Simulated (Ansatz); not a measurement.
Compare A (`N/C=C/[CH2][AlH2]`) with its isomer B (`[NH2][AlH][CH]1CC1`).

Gas-phase electronic energies from Ansatz, PBE0-D4/def2-TZVP geometries. CCSD(T)/CBS adds triple-zeta CCSD(T) − MP2 to the extrapolated MP2 energy (def2 sets, frozen cores). DFT in def2-TZVPP. B3LYP here is the variant with VWN-RPA as its local correlation; programs differ in this. Each species was taken in one conformer, which may not be the lowest.

Q: Which isomer does CCSD(T)/CBS put lower? Give the gap. (Estimate.)

A: Ansatz gave: B, by 111.1 kJ/mol.

Q: Give E(B) − E(A) in kJ/mol with r2SCAN-D4, MP2/def2-TZVPP, B3LYP-D4, CCSD(T)/def2-TZVPP, HF/def2-TZVPP, PBE-D4, B3LYP. (An estimate is asked.)

A: Computed: r2SCAN-D4 -95.8, MP2/def2-TZVPP -119.3, B3LYP-D4 -96.0, CCSD(T)/def2-TZVPP -109.7, HF/def2-TZVPP -114.0, PBE-D4 -87.1, B3LYP -98.1. None reverses the order clearly.

Largest T1 diagnostic: 0.012.

From PBE to PBE0 (25 % exact exchange), in def2-TZVPP and without D4, E(B) − E(A) moves by −11.6 kJ/mol.
